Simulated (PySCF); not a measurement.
Small edits and their spectra

Starting compound: SMILES CO[SiH2]/C=C\C=C\F, C5H9FOSi.

$^{1}$H NMR (500 MHz, computed): δ 7.09 (m, 1H), 6.78 (m, 1H), 6.04 (m, 1H), 6.03 (m, 1H), 5.41 (d, 2H), 3.85 (s, 3H). $^{13}$C{$^{1}$H} NMR (computed): δ 166.1 (CH), 146.8 (CH), 132.0 (CH), 120.7 (CH), 53.6 (CH3).

PySCF calculation with geometry from GFN2-xTB and shielding tensors at PBE0/pcSseg-1 (GIAO); a single conformation, non-relativistic, no solvent model, rapidly exchanging positions averaged.

Chemical shifts δ = σref − σ; TMS for $^{1}$H, $^{13}$C, all at this level. Splittings of carbon signals by F and P are missing where no couplings were computed. Where no couplings were computed, multiplicities follow the n + 1 count of equivalent neighbours, and m marks all less simple cases (inequivalent or close neighbours, rings, F or P nearby). Shifts are as computed. Against solution values, carbons near 30 ppm lie about +3 ppm off and those near 130 ppm about +5 ppm; carbons on Cl a further +6 ppm. Of 1211 compounds with measured shifts, 218 miss one by over three times the rms of a fit or turn the order of signals round; such compounds aren't used in these exercises. Carbons bonded to Cl come out too deshielded.

(1) What are the spectra after this edit: CH2 inserted into a Si-C bond, giving `CO[SiH2]C/C=C\C=C\F`?

(2) What are the spectra after this edit: F replaced by Cl, giving `CO[SiH2]/C=C/C=C\Cl`?

## Answers

(1) $^{1}$H NMR (500 MHz, computed): δ 7.06 (m, 1H), 6.60 (m, 1H), 5.88 (m, 1H), 5.64 (m, 1H), 4.64 (t, 2H), 3.81 (s, 3H), 2.21 (m, 2H). $^{13}$C{$^{1}$H} NMR (computed): δ 163.4 (CH), 131.2 (CH), 126.8 (CH), 115.8 (CH), 54.1 (CH3), 20.2 (CH2).

(2) $^{1}$H NMR (500 MHz, computed): δ 7.19 (m, 1H), 6.42 (m, 1H), 6.22 (m, 1H), 6.14 (d, 1H), 5.25 (d, 2H), 3.86 (s, 3H). $^{13}$C{$^{1}$H} NMR (computed): δ 147.4 (CH), 141.5 (CH), 139.7 (CH), 133.2 (CH), 54.1 (CH3).
